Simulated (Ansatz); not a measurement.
Basis-set extrapolation for C$_{4}$H$_{11}$B, SMILES `CCBCC` (PBE0-D4/def2-TZVP geometry, frozen core, Ansatz 0.2.0). Multiplicity 1, RHF reference.

```
                      def2-TZVPP   def2-QZVPP
                 HF  -182.625007  -182.633898
    MP2 correlation    -0.809479    -0.859692
CCSD(T) correlation    -0.904920      not run
```

Energies in hartree. Use E(X) = E(∞) + A·exp(−7.88·√X) for Hartree–Fock and E(X) = E(∞) + B·X^(−2.97) for correlation, with X = 3 and 4, and add CCSD(T) minus MP2 of the smaller set to the MP2 limit.

What is the CCSD(T) energy at the basis-set limit?

HF limit: -182.633898 + (-0.008891) × 0.13774 = -182.63512. MP2 limit: -0.859692 + (-0.050213) × 0.74074 = -0.89689. Higher-order term: -0.904920 − (-0.809479) = -0.09544. Total: -183.62745 hartree, 2.65 eV below CCSD(T)/def2-TZVPP.
